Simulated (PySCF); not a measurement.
## Si: excitation energy

Si [Ne] 3s2 3p2 (3P) → Si [Ne] 3s1 3p3 (5S), as a difference of total energies. All numbers are calculated (PySCF 2.14, no relativity, point nucleus, in aug-cc-pV(T+d)Z with one added diffuse shell each of s, p, d, f type (7s6p5d3f, 71 functions)). Correlated levels: valence: [Ne] frozen. The calculations carry no spin-orbit coupling.

| method | excitation energy (cm⁻¹) |
| --- | --- |
| UHF | 21140 |
| LDA | 34648 |
| PBE | 33984 |
| PBE0 | 32587 |
| r2SCAN | 29234 |
| r2SCAN0 | 29645 |
| B2PLYP | 35048 |
| revPBE | 33360 |
| MP2 (valence) | 28827 |
| SCS-MP2 (valence) | 32604 |

A first-order spin-orbit estimate (lowest level to lowest level, LS coupling) adds 0.016 eV.
